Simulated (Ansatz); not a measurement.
A nudged elastic band was laid between two geometries of CH6AlBrGeS (11 atoms, charge 0, multiplicity 1).

All numbers below come from Ansatz, RHF/def2-SVP.

| Property | Result |
| --- | --- |
| movable images | 7 |
| climbing image | yes |
| spring | 5.0 eV/Å² |
| optimiser | quadratic models (default) |
| start path | IDPP |
| force threshold | 0.03 eV/Å |
| iteration limit | 50 |
| end points | relaxed |

Initial state:

```xyz
11
Properties=species:S:1:pos:R:3
C -1.550 -1.184 0.665
S -0.231 -0.724 1.842
Ge 0.930 0.796 0.709
Al 1.517 0.380 -1.693
Br -0.458 2.702 0.306
H -1.145 -1.638 -0.237
H -2.156 -0.318 0.408
H -2.175 -1.912 1.176
H 1.985 1.276 1.707
H 2.795 1.077 -2.296
H 0.554 -0.512 -2.567
```

Final state:

```xyz
11
Properties=species:S:1:pos:R:3
C -1.490 -0.334 1.956
S -0.668 -1.210 0.579
Ge 0.602 0.375 -0.320
Al 1.806 -0.376 -2.388
Br -0.802 2.057 -1.259
H -2.098 0.485 1.580
H -0.762 0.038 2.674
H -2.135 -1.061 2.446
H 1.311 1.125 0.813
H 3.097 0.410 -2.837
H 1.205 -1.567 -3.225
```

Which bonds break or form, and what moves?

No bond is made or broken. The dihedral C1–S2–Ge3–Br5 goes from 64 to -66°.

Give the energies along the band, and the barrier.

The run converged. The highest image is number 4 of 0 to 8, 3.1 kcal/mol above the first end and 3.6 kcal/mol above the last; the last end lies 0.6 kcal/mol below the first. A vibrational analysis at the climbing image gives one clearly imaginary mode, 71i cm⁻¹: a first-order saddle point.

| image | path coordinate (Å) | energy (kcal/mol) | dihedral C1–S2–Ge3–Br5 (°) |
| --- | --- | --- | --- |
| 0 | 0.00 | 0.0 | 64 |
| 1 | 0.68 | 0.3 | 54 |
| 2 | 1.35 | 1.3 | 41 |
| 3 | 2.03 | 2.5 | 24 |
| 4 | 2.71 | 3.1 | 3 |
| 5 | 3.43 | 2.4 | -19 |
| 6 | 4.15 | 1.0 | -38 |
| 7 | 4.86 | -0.1 | -53 |
| 8 | 5.58 | -0.6 | -66 |

What is the geometry of the highest image?


```xyz
11
Properties=species:S:1:pos:R:3:forces:R:3
C -1.930 -0.619 1.129 0.00 0.00 0.00
S -0.152 -0.965 1.363 0.00 0.00 0.00
Ge 0.949 0.666 0.261 -0.01 0.01 -0.01
Al 2.108 -0.197 -1.794 0.00 0.00 0.00
Br -0.622 2.190 -0.650 0.00 0.00 0.00
H -2.202 -0.632 0.077 0.00 0.00 0.00
H -2.208 0.333 1.571 0.00 0.00 0.00
H -2.452 -1.422 1.645 0.00 0.00 0.00
H 1.712 1.501 1.294 0.00 0.00 0.00
H 3.582 0.242 -2.144 0.00 0.00 0.00
H 1.279 -1.153 -2.732 0.00 0.00 0.00
```

What are the harmonic wavenumbers there?

71i, 31, 89, 98, 116, 158, 226, 280, 342, 407, 450, 603, 710, 742, 763, 833, 1046, 1061, 1465, 1575, 1582, 2028, 2042, 2240, 3215, 3324, 3340 cm⁻¹.

Time of the run: 6.4 min on 2 threads of Intel(R) Xeon(R) Platinum 8488C (Sapphire Rapids), on a shared host, peak memory 0.47 GiB.
